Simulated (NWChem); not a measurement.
C3H7O2, doublet; SMILES CC([O])CO

```xyz
12

C      1.3843    -0.7539     0.1199
C     -0.0763    -0.5336    -0.2658
O     -0.8688    -1.6055    -0.0270
C     -0.6726     0.7607     0.2901
O      0.0817     1.8390    -0.1908
H      1.4622    -0.9121     1.2069
H      1.7852    -1.6414    -0.3887
H      1.9820     0.1279    -0.1475
H     -0.1142    -0.4339    -1.3823
H     -0.6616     0.7009     1.3977
H     -1.7320     0.8032    -0.0281
H     -0.2371     2.6479     0.2191
```
Atoms are numbered in this order, from 1.

All runs: NWChem. Spin-unrestricted. Coordinates come from a PBE0/def2-SVP, spin-unrestricted optimisation. No stability test was run on the SCF state.

For level PBE0/def2-SVPD:

- highest occupied level (eV): -7.69
- lowest empty minus highest occupied level, either spin (eV): 4.06

### Question
What are these values for level PBE0/def2-SVP?

### Answer
The highest occupied level (eV) is -7.37. The lowest empty minus highest occupied level, either spin (eV) is 4.19.
